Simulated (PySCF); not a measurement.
C5H6OSe.
Z-matrix (Å and degrees, PBE0-D3(BJ)/def2-SVP geometry), rows numbered from 1:
```
O 
C   1  1.4032
C   2  1.5029  1  112.74
C   3  1.4347  2  121.92  1   -46.32
C   4  1.3636  3  115.00  2   179.87
Se  5  1.8553  4  111.67  3     0.03
C   3  1.3688  2  124.34  1   133.08
H   1  0.9635  2  107.46  3   -53.32
H   2  1.1030  1  105.78  3  -119.78
H   2  1.1079  1  112.51  3   124.31
H   4  1.0921  3  121.90  2     0.44
H   5  1.0897  4  127.42  3   179.83
H   7  1.0903  3  126.79  2     0.01
```

Method used: core-valence-separated Tamm–Dancoff BHandHLYP/aug-pcX-1 (pcseg-1 on H, def2-SVPD on Se) in PySCF, non-relativistic, gas phase, PBE0-D3(BJ)/def2-SVP geometry. No empirical shift is added; at this level the pattern usually sits a few eV under experiment.

Question: Give energies, oscillator strengths and core holes at the O K edge.

Answer: 
```
E (eV)       f  core hole on  main final orbital
532.22  0.0193            O1              spread
533.60  0.0184            O1         LUMO (47 %)
534.22  0.0134            O1              spread
534.31  0.0035            O1       LUMO+1 (30 %)
534.75  0.0037            O1       LUMO+5 (59 %)
534.96  0.0018            O1       LUMO+1 (40 %)
535.02  0.0043            O1              spread
```

The first line with a tenth or more of the strongest one's intensity is at 532.22 eV (f = 0.019), with the hole on O1 (alcohol oxygen). It is also the strongest listed.

Question: List the carbon K-edge absorption lines.

Answer: 
```tsv
E (eV)	f	core hole on	main final orbital	polarisation
283.18	0.0384	C4	LUMO (53 %)	normal to the local trigonal plane
283.30	0.1142	C3 + C5	LUMO (2 roots, f summed)	–
283.33	0.0735	C7	LUMO (78 %)	normal to the local trigonal plane
285.23	0.0794	C5 + C7	LUMO+1 (2 roots, f summed)	–
285.87	0.0096	C4	LUMO (42 %)	normal to the local trigonal plane
286.03	0.0085	C3	LUMO (33 %)	normal to the local trigonal plane
286.18	0.0133	C4	LUMO+5 (35 %)	in the local trigonal plane
286.34	0.0058	C4	LUMO+1 (48 %)	in the local trigonal plane
286.44	0.0050	C3	LUMO+1 (78 %)	in the local trigonal plane
286.59	0.0288	C7	spread	in the local trigonal plane
286.59	0.0137	C5	LUMO+2 (41 %)	in the local trigonal plane
286.60	0.0213	C2	LUMO (39 %)	–
286.73	0.0030	C3	LUMO+2 (68 %)	mixed
287.06	0.0040	C4	spread	in the local trigonal plane
287.10	0.0116	C2	LUMO (31 %)	–
287.27	0.0008	C3	LUMO+4 (73 %)	–
287.32	0.0019	C4	LUMO+4 (74 %)	mixed
287.40	0.0041	C5 + C7	spread (2 roots, f summed)	–
287.43	0.0023	C4	LUMO+3 (70 %)	in the local trigonal plane
287.44	0.0015	C3	LUMO+3 (62 %)	in the local trigonal plane
```

The first line with a tenth or more of the strongest one's intensity is at 283.18 eV (f = 0.038), with the hole on C4 (aromatic CH carbon), polarised normal to the local trigonal plane: a 1s→π* resonance. The strongest listed is at 283.30 eV (f = 0.114, sum of 2; C3 + C5).

Roots within 0.03 eV whose holes lie on the same, on equivalent or on shared atoms are summed into one line, and the highest roots are left out, as the search may have cut off their partners. Final orbitals are the ground state's empty Kohn–Sham orbitals. A dash: too weak, shared between unlike atoms, or no plane or axis to refer to.

Question: What are the wavelength and the wavenumber of the 534.22 eV line?

Answer: λ = 12398.42 eV Å/534.22 eV = 23.208 Å; 4.3088 × 10⁶ cm⁻¹.

The list ends where the root search ended, not at a threshold. The BHandHLYP/aug-pcX-1 (pcseg-1 on H, def2-SVPD on Se) calculation is non-relativistic and has no spin–orbit coupling, an omission that weighs most on selenium.

One conformer stands for the species.
